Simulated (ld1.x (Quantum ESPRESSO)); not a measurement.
## What the settings do to the TM potential of Tl

Base potential:

- Element: thallium (Tl)
- Generator: ld1.x (Quantum ESPRESSO) 7.5
- Type: norm-conserving Troullier–Martins (Kleinman–Bylander form)
- Functional: PBE
- Relativity: scalar-relativistic
- Frozen core: [Xe] 4f14 5d10
- Valence charge: 3
- Reference configuration: 6s1 6p0 (charge +2)
- Partial waves: 6p (bound, empty): rc 2.30 bohr; 6s (bound): rc 1.65 bohr
- Local potential: the s channel
- Core correction: none

All-electron outer shells of the reference configuration (PBE, scalar-relativistic, ld1.x):

```csv
shell,level (eV),outermost node (bohr),outermost maximum (bohr)
6s,-25.37,1.04,2.00
6p,-16.03,1.22,2.54
```

Cutoffs, loose and tight: the cutoffs (Ry, on a coarse ladder) from which the occupation-weighted sum of valence levels, in a spherical-Bessel basis at the reference potential, stays within 10 and 1 mRy of its value at 400 Ry. They do not see the model core or the augmentation charge, which bear on the density cutoff. Test errors are all-electron minus pseudo excitation energies from the reference, over the configurations 6s2 6p1; 6s2 6p0; 6s2 6p0.5; 6s1 6p1; 6s2 6p1.3; 6s0 6p3; 6s1 6p2. A dash means not determined; rows that change the core or the reference have their own tests.

A true bound ghost makes a file unfit for plane-wave use even where its test errors are small: the radial tests pick states by their node count and pass the ghost by.

```csv
change,outcome,"cutoff, loose","cutoff, tight",bound ghosts,largest test error (meV)
base,generated,30 Ry,80 Ry,none,+823
"all radii scaled by about 1.23 (s 2.02, p 2.82 bohr)",generated,18 Ry,30 Ry,none,+808
local potential all-electron potential smoothed inside 1.50 bohr (lloc = -1),generated,30 Ry,70 Ry,"s, p, d",+807
wave 6s (bound): rc 1.65 bohr becomes 6s (bound): rc 1.82 bohr,generated,18 Ry,40 Ry,none,+808
reference 6s2 6p1,generated,40 Ry,90 Ry,none,+191
wave 6p (bound): rc 2.30 bohr becomes 6p (bound): rc 2.60 bohr,generated,30 Ry,80 Ry,none,+821
```

**Question.** What comes out with this change to the base: functional LDA (PZ)?

**Answer.** outcome: generated; cutoff, loose: 30 Ry; cutoff, tight: 80 Ry; bound ghosts: none; largest test error (meV): +468.
